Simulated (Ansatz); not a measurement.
Consider the ligand exchange at the Si–N bond: `F[SiH2][NH][AlH2]` + H₂Te → `F[SiH2][TeH]` + `[NH2][AlH2]`.

Program: Ansatz. Geometries: PBE0-D4/def2-TZVP. ΔE: electronic, gas phase. CBS: MP2 limit from def2 TZ/QZ plus the TZ coupled-cluster correction, frozen cores. This one scheme is used for every species. DFT in def2-TZVPP. Elements past krypton have def2 core potentials. For Te outer-core shells are correlated without core-valence functions, which leaves a few kJ/mol of doubt a bond. One conformer a species, not always the lowest.

```json
{"level": "CAM-B3LYP", "ΔE (kJ/mol)": "24.1"}
{"level": "SCS-MP2/def2-TZVPP", "ΔE (kJ/mol)": "24.0"}
```

What does CCSD(T)/CBS give? (Best estimate.)

Ansatz gave: +17.3 kJ/mol. The listed levels differ from it by 6.8, 6.7 kJ/mol.

Largest T1 diagnostic among the species: 0.012.

At CCSD(T), def2-SVP lies +11.9 kJ/mol from the extrapolated value and def2-TZVPP +7.6 kJ/mol. From PBE to PBE0 (25 % exact exchange), in def2-TZVPP and without D4, ΔE moves by +4.7 kJ/mol. In def2-TZVPP, CCSD(T) changes the Hartree–Fock value by −5.3 kJ/mol (the triples alone add −1.5 kJ/mol) and MP2 by −10.5 kJ/mol.
